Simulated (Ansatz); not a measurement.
`C=C[SiH2][NH][GeH3]` + H₂ → `[SiH3][NH][GeH3]` + ethylene at 600 K and 1 bar (hydrogenolysis of the Si–C bond).

Gas-phase electronic energies from Ansatz, PBE0-D4/def2-TZVP geometries. CCSD(T)/CBS adds triple-zeta CCSD(T) − MP2 to the extrapolated MP2 energy (def2 sets, frozen cores). This one scheme is used for every species. For Ge outer-core shells are correlated without core-valence functions, which leaves a few kJ/mol of doubt a bond. Scalar relativity is left out up to krypton. Each species was taken in one conformer, which may not be the lowest.

| species | CCSD(T)/CBS energy (Eh) | H − E (kJ/mol) | S (J/(mol·K)) |
| --- | --- | --- | --- |
| `C=C[SiH2][NH][GeH3]` | -2501.42154 | 339.6 | 519.4 |
| H₂ | -1.17544 | 43.9 | 150.8 |
| `[SiH3][NH][GeH3]` | -2424.11992 | 226.9 | 430.3 |
| `C=C` | -78.48111 | 161.6 | 257.2 |

H − E and S are ideal-gas, rigid-rotor, harmonic terms from PBE0-D4/def2-TZVP, for one conformer and one mirror image of each species. For small species the MP2-based limit differs from directly extrapolated CCSD(T) by up to some mEh (0.8 for H₂); such offsets cancel only in part. 1 Eh = 2625.50 kJ/mol, R = 8.31446 J/(mol·K).

Q: By hand: ΔE, ΔH, ΔS and ΔG.

A: ΔE = (-2424.11992) + (-78.48111) − (-2501.42154) − (-1.17544) = -0.00405 Eh = -10.6 kJ/mol. Δ(H − E) = 226.9 + 161.6 − 339.6 − 43.9 = 5.0, so ΔH = -5.6 kJ/mol. ΔS = 430.3 + 257.2 − 519.4 − 150.8 = 17.3 J/(mol·K). ΔG = -5.6 − 600 × (17.3)/1000 = -16.0 kJ/mol.

Q: By hand: the equilibrium constant, and the temperature at which ΔG would vanish if ΔH and ΔS stayed fixed.

A: log₁₀ K = −ΔG/(RT ln 10) = 1.4. ΔH and −TΔS have one sign here, so there is no such temperature. One of them is within its doubt of zero, so this could turn.

TΔS isn't small against ΔH here. A doubt of 5 kJ/mol in ΔE shifts log₁₀ K by 0.4 here. Other conformers and mirror images would add mixing entropy, several J/(mol·K) or more a flexible species. Modes under 60 cm⁻¹, often nearly free rotors, make the harmonic entropy too high. These are equilibria of isolated gas molecules and say nothing of rates. Largest T1 diagnostic: 0.011 (customary marks: 0.02 for closed shells, 0.045 for open ones).
